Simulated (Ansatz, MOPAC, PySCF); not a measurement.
Scan of H2Mg, singlet: symmetric bend, bond length relaxed. Scanned: H-Mg-H angle. Other coordinates (Mg-H bond length) were minimised at B3LYP/def2-TZVP.

Methods: PM3, restricted, heats of formation (MOPAC); RKS-PBE0/aug-cc-pVTZ = restricted PBE0/aug-cc-pVTZ (Ansatz, an electronic-structure program); RMP2/3-21G = PySCF with restricted MP2 (frozen core)/3-21G; FCI/aug-cc-pVTZ = full CI/aug-cc-pVTZ, frozen core (Ansatz).

Energies relative to the lowest point of each profile, in eV:

```csv
a / °,PM3,RKS-PBE0/aug-cc-pVTZ,RMP2/3-21G
180,0.000,0.000,0.000
171.12,0.007,0.012,0.015
161.61,0.031,0.050,0.064
149.45,0.088,0.139,0.172
138.26,0.167,0.265,0.317
130.31,0.240,0.381,0.448
120.99,0.345,0.550,0.633
109.49,0.504,0.814,0.915
97.50,0.705,1.170,1.287
88.15,0.885,1.519,1.648
81.27,1.028,1.824,1.960
68.77,1.250,2.508,2.658
```

Task: Predict the corresponding FCI/aug-cc-pVTZ column.

Result: 180: 0.000; 171.12: 0.012; 161.61: 0.050; 149.45: 0.140; 138.26: 0.265; 130.31: 0.381; 120.99: 0.550; 109.49: 0.813; 97.50: 1.163; 88.15: 1.502; 81.27: 1.796; 68.77: 2.447 (eV).
